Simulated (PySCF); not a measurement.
Se(SH)(SiH3) (H4SSeSi), SMILES [Se](S)[SiH3]. Atoms are numbered in the order given.

```xyz
7

Se     0.3782    -0.1950     0.6570
S      0.7175     1.4917    -0.7791
H     -0.1279     2.3745    -0.1929
Si    -1.3589    -1.1165    -0.5285
H     -0.9154    -1.4922    -1.9003
H     -2.4963    -0.1552    -0.6128
H     -1.7741    -2.3331     0.2333
```

Coordinates come from a r2SCAN-D4/def2-SVP optimisation. One conformer was computed; it need not be the lowest.

Computed with PBE0/def2-TZVPD run with PySCF.

Gas-phase values at a fixed geometry.

```
Item                                                                                                             Value
---------------------------------------------------------------------------------------------  -----------------------
total energy                                                                                       -3091.14222 hartree
highest occupied level                                                                                        -7.21 eV
lowest empty level                                                                                            -1.83 eV
orbital gap                                                                                                    5.38 eV
dipole moment                                                                                                   1.13 D
quadrupole, principal values (traceless, Buckingham form, about the centre of nuclear charge)   -2.51, -1.37, 3.87 D·Å
mean static polarisability                                                                       81.2 bohr³ (12.03 Å³)
polarisability, principal values                                                               65.1, 78.1, 100.3 bohr³
```
